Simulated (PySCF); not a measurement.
Mn(MeCp)(CO)3, C₉H₇MnO₃, singlet, GFN2-xTB optimised geometry.

```
20

Mn    -0.71    -0.37     0.00
C     -0.16    -0.18    -3.38
C      0.27    -0.03    -1.95
C      0.99    -0.99    -1.19
C      1.45    -0.37     0.00
C      0.98     0.97     0.00
C      0.24     1.17    -1.19
H      0.66     0.11    -4.03
H     -1.01     0.46    -3.60
H     -0.43    -1.21    -3.60
H      1.31    -1.96    -1.56
H      2.15    -0.79     0.70
H      1.28     1.74     0.70
H     -0.11     2.13    -1.56
O     -2.17     1.44     1.78
C     -1.63     0.71     1.09
O     -0.72    -2.63     1.87
C     -0.75    -1.74     1.14
O     -3.05    -1.24    -1.53
C     -2.15    -0.90    -0.89
```

Density from PBE0/def2-SVP run with PySCF 2.14.0 at that geometry.

Minimum of the electron density along straight lines between bonded atoms, close to the bond critical point (lines longer than 1.1 times the sum of covalent radii, or with two minima, are not listed):

```json
[
 {"bond": "Mn1–C3", "length / Å": "2.211", "ρ at the minimum / e bohr⁻³": "0.065", "∇²ρ there / e bohr⁻⁵": "[?]", "position (fraction from the first atom)": "0.49"},
 {"bond": "C2–C3", "length / Å": "1.497", "ρ at the minimum / e bohr⁻³": "0.254", "∇²ρ there / e bohr⁻⁵": "[?]", "position (fraction from the first atom)": "0.48"},
 {"bond": "Mn1–C4", "length / Å": "2.163", "ρ at the minimum / e bohr⁻³": "0.066", "∇²ρ there / e bohr⁻⁵": "0.26", "position (fraction from the first atom)": "0.49"},
 {"bond": "C3–C4", "length / Å": "1.420", "ρ at the minimum / e bohr⁻³": "0.293", "∇²ρ there / e bohr⁻⁵": "-0.69", "position (fraction from the first atom)": "0.50"},
 {"bond": "Mn1–C5", "length / Å": "2.151", "ρ at the minimum / e bohr⁻³": "0.070", "∇²ρ there / e bohr⁻⁵": "0.25", "position (fraction from the first atom)": "0.50"},
 {"bond": "C4–C5", "length / Å": "1.421", "ρ at the minimum / e bohr⁻³": "0.292", "∇²ρ there / e bohr⁻⁵": "-0.69", "position (fraction from the first atom)": "0.50"},
 {"bond": "Mn1–C6", "length / Å": "2.151", "ρ at the minimum / e bohr⁻³": "0.070", "∇²ρ there / e bohr⁻⁵": "0.25", "position (fraction from the first atom)": "0.50"},
 {"bond": "C5–C6", "length / Å": "1.411", "ρ at the minimum / e bohr⁻³": "0.296", "∇²ρ there / e bohr⁻⁵": "-0.69", "position (fraction from the first atom)": "0.50"},
 {"bond": "Mn1–C7", "length / Å": "2.163", "ρ at the minimum / e bohr⁻³": "0.066", "∇²ρ there / e bohr⁻⁵": "0.26", "position (fraction from the first atom)": "0.49"},
 {"bond": "C3–C7", "length / Å": "1.419", "ρ at the minimum / e bohr⁻³": "0.293", "∇²ρ there / e bohr⁻⁵": "-0.69", "position (fraction from the first atom)": "0.50"},
 {"bond": "C6–C7", "length / Å": "1.421", "ρ at the minimum / e bohr⁻³": "0.292", "∇²ρ there / e bohr⁻⁵": "-0.69", "position (fraction from the first atom)": "0.50"},
 {"bond": "C2–H8", "length / Å": "1.093", "ρ at the minimum / e bohr⁻³": "0.273", "∇²ρ there / e bohr⁻⁵": "-0.99", "position (fraction from the first atom)": "0.63"},
 {"bond": "C2–H9", "length / Å": "1.089", "ρ at the minimum / e bohr⁻³": "0.277", "∇²ρ there / e bohr⁻⁵": "-1.02", "position (fraction from the first atom)": "0.63"},
 {"bond": "C2–H10", "length / Å": "1.089", "ρ at the minimum / e bohr⁻³": "0.277", "∇²ρ there / e bohr⁻⁵": "-1.02", "position (fraction from the first atom)": "0.63"},
 {"bond": "C4–H11", "length / Å": "1.082", "ρ at the minimum / e bohr⁻³": "0.280", "∇²ρ there / e bohr⁻⁵": "-1.06", "position (fraction from the first atom)": "0.64"},
 {"bond": "C5–H12", "length / Å": "1.082", "ρ at the minimum / e bohr⁻³": "0.281", "∇²ρ there / e bohr⁻⁵": "-1.08", "position (fraction from the first atom)": "0.64"},
 {"bond": "C6–H13", "length / Å": "1.082", "ρ at the minimum / e bohr⁻³": "0.281", "∇²ρ there / e bohr⁻⁵": "-1.08", "position (fraction from the first atom)": "0.64"},
 {"bond": "C7–H14", "length / Å": "1.082", "ρ at the minimum / e bohr⁻³": "0.280", "∇²ρ there / e bohr⁻⁵": "-1.07", "position (fraction from the first atom)": "0.64"},
 {"bond": "Mn1–C16", "length / Å": "1.784", "ρ at the minimum / e bohr⁻³": "0.150", "∇²ρ there / e bohr⁻⁵": "0.53", "position (fraction from the first atom)": "0.51"},
 {"bond": "O15–C16", "length / Å": "1.148", "ρ at the minimum / e bohr⁻³": "0.462", "∇²ρ there / e bohr⁻⁵": "1.03", "position (fraction from the first atom)": "0.67"},
 {"bond": "Mn1–C18", "length / Å": "1.784", "ρ at the minimum / e bohr⁻³": "0.150", "∇²ρ there / e bohr⁻⁵": "0.53", "position (fraction from the first atom)": "0.51"},
 {"bond": "O17–C18", "length / Å": "1.148", "ρ at the minimum / e bohr⁻³": "0.462", "∇²ρ there / e bohr⁻⁵": "1.03", "position (fraction from the first atom)": "0.67"},
 {"bond": "Mn1–C20", "length / Å": "1.785", "ρ at the minimum / e bohr⁻³": "0.150", "∇²ρ there / e bohr⁻⁵": "0.53", "position (fraction from the first atom)": "0.51"},
 {"bond": "O19–C20", "length / Å": "1.149", "ρ at the minimum / e bohr⁻³": "0.462", "∇²ρ there / e bohr⁻⁵": "1.02", "position (fraction from the first atom)": "0.67"}
]
```

Task: Complete the blanks.

Result: 
- Mn1–C3, ∇²ρ there / e bohr⁻⁵: 0.23
- C2–C3, ∇²ρ there / e bohr⁻⁵: -0.59
